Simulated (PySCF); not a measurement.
What the settings do

Molecule: `C=CCc1ncno1`, C5H6N2O; geometry GFN2-xTB.

Geometry (Å), atoms numbered from 1 in this order:
```xyz
14

C    -2.456    0.239    0.798
C    -1.408   -0.550    0.664
C    -0.487   -0.525   -0.527
C     0.837   -0.023   -0.087
N     1.787   -0.686    0.505
C     2.727    0.267    0.723
N     2.383    1.443    0.295
O     1.145    1.269   -0.239
H    -2.728    0.958    0.042
H    -3.089    0.197    1.666
H    -1.137   -1.260    1.433
H    -0.361   -1.537   -0.916
H    -0.878    0.135   -1.301
H     3.664    0.072    1.201
```

All runs: PySCF 2.14, non-relativistic, gas phase unless a solvent (IEF-PCM) is named; grid level 2, GIAOs and SCF threshold 1e-9 unless changed. The yardstick, PBE0/pcSseg-1, gives these isotropic shieldings σ (ppm, equivalent atoms averaged): C1 60.5, C3 149.4, N5 -10.1, H11 25.46, H9 25.99, H10 26.21, H12/H13 27.88.

Task: What do these inputs give? (1) KT2/pcseg-1; (2) CAM-B3LYP/aug-cc-pVDZ; aux cc-pvdz-ri; max_cycle 97; (3) LC-wPBE/pcSseg-1; (4) PBE0/6-31G-J; conv 1e-06

Result: 
```
run    outcome  functions  wall time    C1     C3    N5    H11     H9    H10  H12/H13
  1  converged        142       21 s  80.6  156.4  21.4  25.72  26.26  26.50    27.89
  2  converged        238      2 min  78.1  160.7  16.8  25.49  26.21  26.41    28.03
  3  converged        166      100 s  59.3  154.9  -4.7  25.46  25.91  26.12    28.06
  4  converged        120       40 s  67.0  156.5  -8.8  26.54  27.11  27.39    29.11
```

Times are on shared hosts with different chips, so compare them loosely.

Task: Comment on the technical settings.

Result: 
- Run 2: The functional and orbital basis differ from the yardstick's, which in itself moves the values. The cycle limit changes the path of the SCF (12 cycles), not the solution, provided the same state is reached. The other auxiliary basis adds little: it changes only the density-fitting error.
- Run 4: The orbital basis differs from the yardstick's, which in itself moves the values. A loose SCF threshold (1e-06) leaves errors in the orbitals that response properties inherit.
